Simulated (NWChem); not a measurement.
Species: 2-heptanone (C7H14O); SMILES CCCCCC(=O)C

```xyz
22

C     -0.1982     4.1116     0.0089
C      0.5348     2.7701    -0.0142
C     -0.4035     1.5595     0.0088
C      0.3282     0.2160    -0.0140
C     -0.6069    -0.9890     0.0051
C      0.1093    -2.3362     0.0043
C     -0.7767    -3.5720    -0.0076
O      1.3277    -2.4176     0.0113
H      0.5070     4.9668    -0.0128
H     -0.8211     4.2154     0.9221
H     -0.8765     4.2158    -0.8640
H      1.1813     2.7102    -0.9179
H      1.2296     2.7062     0.8525
H     -1.0516     1.6154     0.9136
H     -1.1005     1.6196    -0.8585
H      1.0238     0.1445     0.8493
H      0.9798     0.1521    -0.9118
H     -1.2776    -0.9626     0.8953
H     -1.3060    -0.9716    -0.8628
H     -1.3999    -3.5896    -0.9263
H     -0.1514    -4.4821     0.0324
H     -1.4799    -3.5597     0.8510
```
Atoms are numbered in this order, from 1.

Program: NWChem. All runs use the structure optimised with PBE-D3(BJ)/def2-SVP. Not confirmed as a minimum by frequencies. Ions are spin-unrestricted doublets at the neutral geometry; other ion states weren't tried.

Q: Order these by “−ε(HOMO) (eV)”, lowest first: B3LYP/def2-SVP; PBE/def2-SVP; PBE0/def2-SVP.

A: PBE/def2-SVP (5.40), B3LYP/def2-SVP (6.79), PBE0/def2-SVP (7.08)
